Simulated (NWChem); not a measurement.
System: CH5Cl2FSi2; SMILES Cl[Si@H]([SiH2]Cl)CF

```xyz
11

F      1.6649     2.5633     0.2342
C      1.5234     1.2018     0.1100
Si    -0.1439     0.7581    -0.6786
Cl    -1.6851     1.3397     0.5825
Si    -0.2644    -1.5741    -0.9305
Cl     0.4498    -2.3845     0.8493
H      1.6082     0.7245     1.1021
H      2.3434     0.8024    -0.5169
H     -0.3058     1.4794    -1.9737
H     -1.6610    -2.0443    -1.1512
H      0.6068    -2.0581    -2.0427
```
Atoms are numbered in this order, from 1.

All runs: NWChem. All runs use the structure optimised with PBE0/def2-SVP. Total energies of different functionals are on different scales.

```json
[
 {"level": "PBE/def2-TZVP", "energy (Ha)": "-1639.7108", "highest occupied level (eV)": "-6.87", "orbital gap (eV)": "5.03", "dipole (D)": "2.04"},
 {"level": "B3LYP/def2-TZVP", "energy (Ha)": "-1640.6105", "highest occupied level (eV)": "-7.93", "orbital gap (eV)": "6.76", "dipole (D)": "2.25"},
 {"level": "TPSSh/def2-TZVP", "energy (Ha)": "-1640.6084", "highest occupied level (eV)": "-7.52", "orbital gap (eV)": "6.18", "dipole (D)": "2.20"},
 {"level": "BLYP/def2-TZVP", "energy (Ha)": "-1640.4892", "highest occupied level (eV)": "-6.76", "orbital gap (eV)": "5.10", "dipole (D)": "2.06"},
 {"level": "Hartree-Fock/def2-TZVP", "energy (Ha)": "-1637.2825", "highest occupied level (eV)": "?", "orbital gap (eV)": "?", "dipole (D)": "?"}
]
```

### Question
What belongs in the gaps?

### Answer

- Hartree-Fock/def2-TZVP, highest occupied level (eV): -11.04
- Hartree-Fock/def2-TZVP, orbital gap (eV): 13.27
- Hartree-Fock/def2-TZVP, dipole (D): 2.64
